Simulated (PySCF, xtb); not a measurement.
Se(Cl)2 cation (Cl2Se), SMILES Cl[Se]Cl (connectivity only; charge and spin as stated), charge +1, multiplicity 2.

Harmonic wavenumbers (cm⁻¹) from GFN2-xTB (xtb 6.7.1) at its own minimum, in rising order: 160, 380, 407.

Task: What does PBE0-D3(BJ)/def2-TZVP in PySCF give at its own minimum? (An estimate is asked for; the answer gives what the named calculation found.)

Result: 183, 480, 491. Paired by order, the mean absolute difference is 69 cm⁻¹ and the zero-point energies are 1.4 and 1.6 kcal/mol.
